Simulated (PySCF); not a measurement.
# Relaxation of singlet SiBr₄

These are results of PySCF, PBE0, basis Si def2-SVP, Br def2-SVP (no relativity, density fitting), not measurements. A (50,194) grid was used.

A hand-made see-saw start, of C2v symmetry, held to at least that symmetry:

```xyz
5
charge 0 multiplicity 1, angstrom
Si    0.0000    0.0000   -0.7425
Br    0.0000    2.2912   -0.5420
Br    0.0000   -2.2912   -0.5420
Br    1.8124    0.0000    0.6735
Br   -1.8124    0.0000    0.6735
```

Optimiser trace:
```tsv
step	E − E(last) (kJ/mol)	largest gradient (Eh/bohr)
0	347.70	0.09717
1	216.12	0.05887
2	119.49	0.02300
3	73.77	0.02722
4	38.84	0.02247
5	10.54	0.00902
6	1.19	0.00571
7	0.13	0.00182
8	0.00	0.00023
9	0.00	0.00009
```

It ends at Td with Si–Br 2.203 Å (×4); Br–Si–Br 109.5° (×6) (after a last refinement on a finer grid). The frequency run here used a shortcut that can spoil soft modes, so no verdict on minimum or saddle point is given.

Final geometry:
Z-matrix (Å, degrees; charge 0 multiplicity 1):
```
Si
Br 1 2.2033
Br 1 2.2033 2 109.47
Br 1 2.2033 2 109.47 3 120.00
Br 1 2.2033 2 109.47 3 -120.00
```
